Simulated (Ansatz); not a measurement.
Consider the cleavage of the Si–Al bond: `[AlH2][SiH]1C[SiH2]1` + H₂S → `S[SiH]1C[SiH2]1` + `[AlH3]`.

Isolated molecules relaxed with PBE0-D4/def2-TZVP in Ansatz; ΔE leaves out vibrations. CCSD(T)/CBS is the MP2 limit (def2-TZVPP, def2-QZVPP) plus CCSD(T) − MP2 in def2-TZVPP, frozen cores. This one scheme is used for every species. Functionals use def2-TZVPP. B3LYP here is the variant with VWN-RPA as its local correlation; programs differ in this. Each species was taken in one conformer, which may not be the lowest.

`[AlH2][SiH]1C[SiH2]1`:

```xyz
11

Al   -0.297   -0.528    1.931
Si   -1.377   -0.235   -0.192
C    -0.123   -0.304   -1.620
Si    0.899    0.553   -0.302
H    -0.890    0.380    3.087
H     0.613   -1.802    2.181
H    -1.931    1.157   -0.308
H    -0.383    0.279   -2.500
H     0.235   -1.298   -1.877
H     2.114   -0.202    0.091
H     1.139    1.999   -0.493
```

H₂S:

Z-matrix (Å, degrees):
```
S
H 1 1.341
H 1 1.341 2 92.3
```

`S[SiH]1C[SiH2]1`:

```xyz
10

S    -0.772   -1.567   -1.909
Si   -0.785   -0.560   -0.037
C     0.152    1.080    0.076
Si    1.174   -0.226    1.004
H    -1.684   -0.768   -2.494
H    -2.083   -0.605    0.677
H    -0.304    1.868    0.673
H     0.581    1.472   -0.844
H     2.456   -0.624    0.379
H     1.265   -0.070    2.475
```

`[AlH3]`:

```xyz
4

Al    0.000    0.000    0.000
H     0.769   -1.234   -0.634
H     0.003    0.214    1.571
H    -0.772    1.020   -0.938
```

CCSD(T)/CBS gives -0.01 eV.

(1) Another level gave +0.03 eV. Which?
A. RPA@PBE/def2-TZVPP
B. SCS-MP2/def2-TZVPP
C. HF/def2-TZVPP
D. B3LYP-D4/def2-TZVPP

Largest T1 diagnostic among the species: 0.015.

## Answers

(1) A. RPA@PBE/def2-TZVPP 0.03, B3LYP-D4 -0.07, SCS-MP2/def2-TZVPP -0.13, HF/def2-TZVPP -0.44 eV.

Leaving LDA and LC-ωPBE aside and taking each functional with its dispersion term where it has one, the values, not all of them listed here, spread over 0.35 eV, from BHLYP-D4 to PBE-D4. LDA lies +0.09 eV from PBE without D4. From r2SCAN to r2SCAN0 (25 % exact exchange), in def2-TZVPP and without D4, ΔE moves by −0.06 eV.
